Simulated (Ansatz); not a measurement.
BaF (SMILES [F][Ba+]), charge +1, singlet, at a GFN2-xTB geometry (such geometries of metal compounds can be far from the true shape) (core potentials on Ba); HF/def2-SVP (Ansatz, a quantum-chemistry and plane-wave program).

Here is a job for Ansatz.
Ansatz 0.2 input:
```yaml
crystal:
  periodic: [false, false, false]
  atoms:
    - {symbol: Ba, position_ang: [-0.00000000, -0.00000000, -0.32543584]}
    - {symbol: F, position_ang: [0.00000000, 0.00000000, 2.02493413]}
basis:
  gaussian:
    orbitals: def2-SVP
    point_charges:
      - {charge: 0.5, position_ang: [0.5322, 1.5810, -2.9777]}
hamiltonian:
  xc: hf
total_charge: 1
```

### Question
What does Ansatz print? Leave out banner, timings and long lists.

### Answer

```
Functional definition: HF
489 factors; their error is unknown
mean field evaluation 1: about -3368.4359 eV, gradient 8.3e1 eV
mean field evaluation 2: about -3323.8405 eV, gradient 1.6e2 eV
mean field evaluation 4: about -3380.3860 eV, gradient 1.5e0 eV
mean field evaluation 8: about -3380.3989 eV, gradient 3.5e-2 eV
mean field -3380.60565902 eV, -124.2349665121 hartree, gradient 1.4e-5 eV, S^2 0.000000; 0 other end points of the search recorded, 0 dependent functions left out
reference -3380.60565902 eV, -124.2349665121 hartree; 9, 9 occupied and 35, 35 virtual orbitals, 489 factors
Total energy: -3380.60565902 eV, -124.2349665121 hartree
```
